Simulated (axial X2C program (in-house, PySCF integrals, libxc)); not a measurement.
Correcting the dissociation energy of GaCl⁺ for spin–orbit coupling

A spin-free CCSD(T) curve (one-electron X2C) was computed with an in-house all-electron X2C program for linear molecules (integrals from PySCF), basis Ga dyall-cv3z [9s9p7d4f1g], Cl dyall-av3z [9s8p3d2f] (cores contracted in-house), for the state M_S = 1/2, Λ = 0 (beyond evenly filled blocks: σα). It gives D0 = 0.830 eV to Ga+ + Cl, which in a spin-free picture are the weighted means of the ground terms.

Correlated methods: 9 electrons correlated (number of frozen shells: Ga 3 s, 2 p, 1 d; Cl 2 s, 1 p), 259 virtual spin orbitals or spinors in MP2, 90 natural virtuals in coupled cluster.

Measured levels of the ground terms (NIST Handbook of Basic Atomic Spectroscopic Data), in cm⁻¹: Ga+ 1S: J = 0 at 0; Cl 2P: J = 3/2 at 0, J = 1/2 at 882.4.

The molecular state has Λ = 0, so it has no first-order lowering.

Question: How far does each ground level lie under the (2J+1)-weighted mean of its term?

Answer: Ga+: a single level, 0; Cl: (4 × 0 + 2 × 882.4)/6 = 294 cm⁻¹.

Question: Correct D0.

Answer: D0 = 0.830 + (0 − 294)/8065.5 = 0.794 eV at CCSD(T) with these spin–orbit terms.

Second-order spin–orbit effects in the molecule, which grow quickly with Z, are left out. The state is one determinant whose occupation by symmetry is held fixed; it was picked as the lowest of a PBE0 search that is not exhaustive. De is counted from the lowest determinant-based energies of the atoms at the same level, without counterpoise correction. Coupled cluster ran in a truncated set of natural virtual spinors; the MP2 energy of the rest was added. (T) has no such correction and the atoms are truncated less, which lowers De at CCSD(T) by a hundredth of an eV or more. With the outer-core shells frozen, correlated bond lengths of heavy atoms tend to come out a few hundredths of an ångström too long.
